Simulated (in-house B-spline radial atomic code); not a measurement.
A run on an ion of nuclear charge 21 with 21.4 electrons that did not converge. Method: scalar-relativistic (X2C) BHandHLYP, spin-polarised, spherical fractional occupations, Fermi nucleus of rms radius 3.5459 fm; computed with a B-spline radial code for spherical atoms.

Command:
```bash
python run_scf.py task.json out
```
Settings (nuclear radius in fm, mass in u):
```
Z                21
configuration    [Ar] 3d1.4 4s2
hamiltonian      x2c
method           bhandhlyp
spin_polarised   True
nucleus          fermi
rms_radius       3.5459
atomic_mass      44.95591
speed_of_light   137.035999084
```

First and last ten iterations of the last attempt (damped for 15 steps, keeping 80 % of the old Fock matrix, then DIIS):
```
 iter        energy (Eh)    residual
    1        -761.540261    2.92e-01
    2        -762.749091    1.69e-01
    3        -763.394264    1.12e-01
    4        -763.743078    7.20e-02
    5        -763.927875    4.63e-02
    6        -764.023435    2.90e-02
    7        -764.071263    1.72e-02
    8        -764.094052    9.99e-03
    9        -764.104108    7.14e-03
   10        -763.834780    3.00e-02
  111        -764.110429    1.84e-04
  112        -764.110441    7.71e-05
  113        -764.110440    8.80e-05
  114        -764.110440    9.16e-05
  115        -764.110441    7.72e-05
  116        -764.110441    7.83e-05
  117        -764.110442    6.64e-05
  118        -764.110442    6.23e-05
  119        -764.110441    7.97e-05
  120        -764.110442    6.47e-05
 not converged after 120 iterations
```

The smallest residual met was 1.2e-05; the threshold is about 2e-07. Over the last five steps the energy moves by less than 3e-06 hartree, but the orbitals didn't meet the threshold. The likely cause: this method binds the added charge weakly or not at all at the basis-set limit, so charge moves back and forth between the atom and the box. Cost of the run: 7.2 s on 1 thread of Arm Neoverse N1, with other jobs on the host.
